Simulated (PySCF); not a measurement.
C4H5NS2. Atoms are numbered in the order given.

```xyz
12

C     -1.0304     2.1192     0.5154
C     -0.0334     1.0705     0.1521
N      1.2713     1.4300    -0.0705
C      2.0088     0.3997    -0.3736
S      1.1827    -1.1221    -0.4035
C     -0.2934    -0.2857     0.0068
S     -1.8012    -1.1379     0.3065
H     -1.0278     2.9185    -0.2421
H     -0.7597     2.5864     1.4759
H     -2.0399     1.6960     0.5969
H      3.0765     0.4603    -0.6046
H     -2.1629    -1.3338    -0.9861
```

Geometry optimised at r2SCAN-D4/def2-SVP. The values are those of a single conformer.

The numbers are results of B3LYP/def2-TZVP in PySCF, not measurements.

ESP charges are fitted to the potential on shells at 1.4 to 2.0 van der Waals radii. Atomic charges (e):

```csv
atom,ESP fit,Löwdin
C1,-0.59,-0.26
C2,0.56,-0.30
N3,-0.55,0.12
C4,0.08,-0.46
S5,-0.05,0.69
C6,-0.07,-0.66
S7,-0.17,0.32
H8,0.16,0.13
H9,0.19,0.13
H10,0.11,0.13
H11,0.17,0.12
H12,0.15,0.05
```

Question: Give the Mayer and Wiberg (Löwdin basis) orders of the bonds. (An estimate is asked for; the answer gives what the named calculation found.)

Answer: 
| bond | Mayer | Wiberg |
|---|---|---|
| C1–C2 | 0.94 | 1.26 |
| C2–N3 | 1.26 | 1.52 |
| N3–C4 | 1.67 | 2.02 |
| C4–S5 | 1.29 | 1.61 |
| C2–C6 | 1.54 | 1.66 |
| S5–C6 | 1.21 | 1.48 |
| C6–S7 | 1.12 | 1.60 |
| C1–H8 | 0.96 | 0.89 |
| C1–H9 | 0.96 | 0.89 |
| C1–H10 | 0.98 | 0.89 |
| C4–H11 | 0.93 | 0.89 |
| S7–H12 | 0.95 | 1.01 |
